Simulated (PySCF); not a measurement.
Geometry:
```
atom   x (Å)   y (Å)   z (Å)
  S1   2.578   0.333   1.275
  C2   1.991   0.565  -0.427
  C3   0.480   0.333  -0.625
  C4  -0.398   1.234   0.242
  C5  -1.768   0.558   0.259
  C6  -1.470  -0.957   0.159
  C7   0.023  -1.066  -0.199
  H8   2.518  -0.114  -1.131
  H9   2.212   1.589  -0.794
 H10   0.226   0.500  -1.695
 H11   0.081   1.228   1.240
 H12  -0.432   2.277  -0.116
 H13  -2.361   0.812   1.155
 H14  -2.366   0.882  -0.612
 H15  -2.116  -1.432  -0.600
 H16  -1.689  -1.469   1.111
 H17   0.229  -1.832  -0.965
 H18   0.637  -1.294   0.693
```

Total charge -1.

Geometry: PBE0-D3(BJ)/def2-SVP; GIAO shifts from PySCF 2.14, gas phase, non-relativistic, averaged over equivalent atoms.

At B3LYP/pcSseg-1 (181 basis functions, 39 s wall time on 1 thread of an Arm Neoverse N1, shared host):
```tsv
atoms	δ (ppm)
S1	-211.8
C3	50.6
C2	42.8
C4/C7	30.5
C5/C6	29.7
H11/H18	3.91
H8/H9	2.91
H10	1.38
H13/H16	1.26
H14/H15	1.18
H12/H17	0.33
```

Scale: 33S (σ = 485.41 ppm) vs CS2; 13C (σ = 179.24 ppm), 1H (σ = 31.38 ppm) vs TMS (reference shieldings calculated alike).

**Question.** Estimate the result of repeating the calculation with PBE0/pcSseg-1.

**Answer.** 
| atoms | δ at PBE0/pcSseg-1 | change |
| --- | --- | --- |
| S1 | -238.4 | -26.6 |
| C3 | 48.4 | -2.2 |
| C2 | 40.0 | -2.8 |
| C4/C7 | 29.3 | -1.2 |
| C5/C6 | 28.5 | -1.2 |
| H11/H18 | 3.82 | -0.09 |
| H8/H9 | 2.81 | -0.10 |
| H10 | 1.37 | -0.01 |
| H13/H16 | 1.24 | -0.02 |
| H14/H15 | 1.14 | -0.04 |
| H12/H17 | 0.33 | +0.00 |

δ = σ(ref) − σ, references computed at the same level: 33S (σref 495.66) against CS2; 13C (σref 184.41) and 1H (σref 31.27) against TMS.

The largest change is at S1 (sulfur bonded to C). Cost: 181 basis functions, 42 s wall time on 1 thread of an Arm Neoverse N1, shared host. The order of the carbon signals is the same at both levels.
